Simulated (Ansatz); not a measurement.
Born–Oppenheimer molecular dynamics of CH₄BClO (8 atoms, charge 0, multiplicity 1). It starts at the highest image of a converged band. Of that band: Neighbouring images differ by up to 2.1 eV, so the band resolves the path poorly. A vibrational analysis at the climbing image gives one clearly imaginary mode, 1227i cm⁻¹: a first-order saddle point.

Theory: UKS PBE0/def2-SVPD in Ansatz 0.2.0.

```
ensemble                      : NVE (velocity Verlet)
time step                     : 0.5 fs
steps asked                   : 200
starting velocities drawn for : 100 K
seed                          : 11304
```

First frame:

```xyz
8
Properties=species:S:1:pos:R:3
B -0.633 -0.357 -0.714
C 0.468 0.323 0.543
O -0.478 -1.613 -0.855
H 0.308 -0.884 0.106
Cl -1.643 0.905 -1.430
H -0.252 0.774 1.235
H 1.016 1.069 -0.043
H 1.215 -0.217 1.157
```

(1) How far do the bonds stretch over the last three quarters of this one trajectory? (Pairs bonded in most of those frames.)

Answers

(1) 
```json
{"bond": "B1–C2", "mean (Å)": "1.565", "spread (Å)": "0.097", "shortest": "1.34", "longest": "1.72"}
{"bond": "B1–O3", "mean (Å)": "1.377", "spread (Å)": "0.111", "shortest": "1.19", "longest": "1.55"}
{"bond": "B1–Cl5", "mean (Å)": "1.848", "spread (Å)": "0.125", "shortest": "1.61", "longest": "2.10"}
{"bond": "C2–H6", "mean (Å)": "1.106", "spread (Å)": "0.011", "shortest": "1.08", "longest": "1.13"}
{"bond": "C2–H7", "mean (Å)": "1.099", "spread (Å)": "0.015", "shortest": "1.07", "longest": "1.13"}
{"bond": "C2–H8", "mean (Å)": "1.105", "spread (Å)": "0.010", "shortest": "1.08", "longest": "1.12"}
{"bond": "O3–H4", "mean (Å)": "1.010", "spread (Å)": "0.104", "shortest": "0.84", "longest": "1.22"}
```

Mean temperature of the second half: 1767 K. The conserved energy stayed within 2.1 meV per atom of its start (net change -0.59 meV per atom), so the integration is sound. The system heated up, since it started high on the potential surface and ran downhill. A run of 0.1 ps of so small a system gives no equilibrium averages. The orbitals stay closed-shell, which can raise the energy where a bond breaks towards radicals; this wasn't checked here.

The run took 11 min on 4 threads of Arm Neoverse N1, with other jobs on the host, peak memory 0.3 GiB.
